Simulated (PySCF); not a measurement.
OSr, SMILES [O]=[Sr].

The structure is a stationary point at B3LYP-D3(BJ)/def2-TZVPD. The def2 effective core potentials stand for the cores of Sr; spin–orbit coupling is left out.

Computed with ωB97X/def2-TZVPD (PySCF).

Computed frontier levels, gap, dipole moment and polarisability:
```
Property                                                                                                        Value
---------------------------------------------------------------------------------------------  ----------------------
highest occupied level                                                                                       -6.60 eV
lowest empty level                                                                                           -0.21 eV
orbital gap                                                                                                   6.39 eV
dipole moment                                                                                                 10.22 D
quadrupole, principal values (traceless, Buckingham form, about the centre of nuclear charge)  -16.00, 8.00, 8.00 D·Å
mean static polarisability                                                                       47.1 bohr³ (6.98 Å³)
polarisability, principal values                                                               30.6, 30.6, 80.2 bohr³
```
